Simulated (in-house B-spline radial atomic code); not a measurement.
RPA and G0W0 for W⁶⁺, [Xe] 4f14, as one setting changes: the highest l of the empty states. Start: Hartree-Fock. A dash marks a level of low quasi-particle weight. Computed with a B-spline radial code for spherical atoms: all electrons, scalar-relativistic (spin-free one-electron X2C), finite nucleus, each spin shell either full or empty, empty states to the listed l with an (l + 1/2)⁻⁴ tail; G0W0 by contour deformation at full frequency.

Without the two-electron picture change, the correlation of inner shells comes somewhat too large for so heavy an element.

```tsv
highest l of the empty states	RPA summed (Eh)	RPA extrapolated (Eh)	G0W0 level (eV)
5	-5.1284	-5.9677	5p -125.65
6	-5.4394	-5.9735	5p -125.77
7	?	?	?
8	?	?	?
9	-5.7604	-5.9147	5p -125.72
10	-5.7959	-5.9036	5p -125.72
11	-5.8187	-5.8956	5p -125.72
```

Task: What belongs in the row for 8?

Result: RPA summed (Eh): -5.7032; RPA extrapolated (Eh): -5.9314; G0W0 level (eV): 5p -125.73.

Task: What belongs in the row for 7?

Result: RPA summed (Eh): -5.607; RPA extrapolated (Eh): -5.9497; G0W0 level (eV): 5p -125.74.
